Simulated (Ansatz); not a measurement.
Isolated molecules relaxed with PBE0-D4/def2-TZVP in Ansatz; ΔE leaves out vibrations. CBS: MP2 limit from def2 TZ/QZ plus the TZ coupled-cluster correction, frozen cores. This one scheme is used for every species. DFT in def2-TZVPP. B3LYP here is the variant with VWN-RPA as its local correlation; programs differ in this. One conformer a species, not always the lowest.

Reaction (formal exchange of groups at the Si–Cl bond): `C[Si](N)(O)Cl` + CH₄ → `C[Si](C)(N)O` + HCl

Q: Is it downhill or uphill in electronic energy at CCSD(T)/CBS, and by how much? (Estimate.)

A: Ansatz gave: Uphill: ΔE = +1.25 eV.

Q: What do these levels give: PBE-D4, r2SCAN-D4, r2SCAN, B3LYP, MP2/def2-QZVPP, MP2/CBS(def2)? (An estimate is asked.)

A: Ansatz gave: PBE-D4 1.25, r2SCAN-D4 1.31, r2SCAN 1.31, B3LYP 1.29, MP2/def2-QZVPP 1.29, MP2/CBS(def2) 1.31 eV.

Largest T1 diagnostic among the species: 0.010.

In def2-TZVPP, CCSD(T) changes the Hartree–Fock value by −0.15 eV (the triples alone add −0.00 eV) and MP2 by −0.09 eV.
